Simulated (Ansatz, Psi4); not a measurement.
Input for Psi4:
```
memory 2 GB

molecule mol {
0 2
O    -1.001352    0.757020    1.020482
Si   -0.081291    0.053556   -0.058452
O    -0.774220   -1.100007   -0.945903
O     0.866864    0.915645   -1.043856
O     0.882846   -0.580320    1.156698
H    -0.473896   -1.245701   -1.838753
H     1.368777    1.642345   -0.685568
H     0.450088   -1.085126    1.843288
}

set {
  basis sto-3g
  reference uks
  scf_type pk
  puream true
  d_convergence 1e-8
  dft_radial_points 99
  dft_spherical_points 590
}

energy('cam-b3lyp')
print_variables()
```

Write the same job for Ansatz (a quantum-chemistry and plane-wave program).

This is not unique; one that fits is 
Ansatz 0.2 input:
```yaml
crystal:
  periodic: [false, false, false]
  atoms:
    - {symbol: O, position_ang: [-1.00135158, 0.75702035, 1.02048211]}
    - {symbol: Si, position_ang: [-0.08129137, 0.05355563, -0.05845249]}
    - {symbol: O, position_ang: [-0.77421961, -1.10000715, -0.94590338]}
    - {symbol: O, position_ang: [0.86686395, 0.91564483, -1.04385610]}
    - {symbol: O, position_ang: [0.88284594, -0.58032016, 1.15669842]}
    - {symbol: H, position_ang: [-0.47389586, -1.24570102, -1.83875337]}
    - {symbol: H, position_ang: [1.36877708, 1.64234506, -0.68556789]}
    - {symbol: H, position_ang: [0.45008814, -1.08512578, 1.84328787]}
basis:
  gaussian:
    orbitals: STO-3G
hamiltonian:
  xc: cam_b3lyp
magnetization: {spin_polarized: true, initial_magnetization: 1}
accuracy: high
```

Both were run: Psi4 gave -584.429569 Eh and Ansatz -584.429570 Eh, 0.000 mEh apart.
